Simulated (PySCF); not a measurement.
SMILES C[SiH](N)N (CH8N2Si) (CAM-B3LYP/def2-SVP optimised geometry):

```
12

Si    -0.402    -0.643     0.000
C      1.469    -0.643     0.000
N     -0.901     1.020     0.000
N     -0.901    -1.689    -1.292
H     -1.012    -1.227     1.226
H      1.864    -0.054     0.841
H      1.863    -0.198    -0.929
H      1.865    -1.667     0.069
H     -1.865     1.269     0.194
H     -0.482     1.689    -0.638
H     -1.866    -1.997    -1.361
H     -0.485    -1.611    -2.214
```

Level of theory: CAM-B3LYP/def2-TZVP in PySCF.

Q: What are the frontier orbital energies and the dipole moment?

A: HOMO-2 -10.16 eV, HOMO-1 -9.29 eV, HOMO -8.23 eV, LUMO 1.63 eV, LUMO+1 2.32 eV; dipole moment 1.94 D.

On the same geometry PySCF 2.14.0 with PBE/def2-TZVP gives HOMO-2 -7.39 eV, HOMO-1 -6.30 eV, HOMO -5.33 eV, LUMO 0.08 eV, LUMO+1 0.75 eV; dipole moment 1.90 D.

Meta-Löwdin charges at CAM-B3LYP/def2-TZVP: Si1 0.99, C2 -0.61, N3 -0.76, N4 -0.76, H5 -0.14, H6 0.13, H7 0.12, H8 0.13, H9 0.23, H10 0.23, H11 0.23, H12 0.23.
